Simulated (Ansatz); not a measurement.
Ca₄ (the lowest singlet isomer of a short search) was relaxed with r2SCAN (def2-TZVP) in Ansatz in these states: neutral quintet, neutral singlet, neutral triplet. The geometries follow in no particular order.

A:

```xyz
4

Ca    1.9386   -0.7534   -0.7819
Ca   -0.7465    1.6685   -1.2634
Ca    0.2930    0.7375    2.0755
Ca   -1.4851   -1.6525   -0.0302
```

B:

Cartesian coordinates in Å:
```
Ca 0.103 -1.324 -1.859
Ca -1.265 -1.031 1.600
Ca -0.948 2.006 -0.545
Ca 2.110 0.349 0.805
```

C:

```xyz
4

Ca    0.820   -1.393   -1.574
Ca    1.266   -0.361    1.831
Ca   -2.130   -0.296    0.682
Ca    0.044    2.050   -0.939
```

**Question.** Judge from the bond lengths which geometry belongs to which state (an estimate).

**Answer.** A is the neutral quintet (Ca1–Ca3 3.619 Å, Ca2–Ca4 3.619 Å, Ca2–Ca3 3.619 Å); B is the neutral singlet (Ca1–Ca3 3.731 Å, Ca2–Ca4 3.732 Å, Ca2–Ca3 3.732 Å); C is the neutral triplet (Ca1–Ca3 3.871 Å, Ca2–Ca4 3.871 Å, Ca2–Ca3 3.586 Å).

At r2SCAN/def2-TZVP the charge 0 quintet is spin-contaminated (final ⟨S²⟩ up to 6.14, 6.00 for a pure state). At r2SCAN/def2-TZVP the charge 0 triplet is spin-contaminated (final ⟨S²⟩ up to 2.14, 2.00 for a pure state). At PBE0/def2-TZVP a singlet lies 1.69 eV below the neutral quintet. At PBE0/def2-TZVP a singlet lies 0.68 eV below the neutral triplet. These are the stationary points nearest to one start from a short search; other shapes may lie lower in each state.
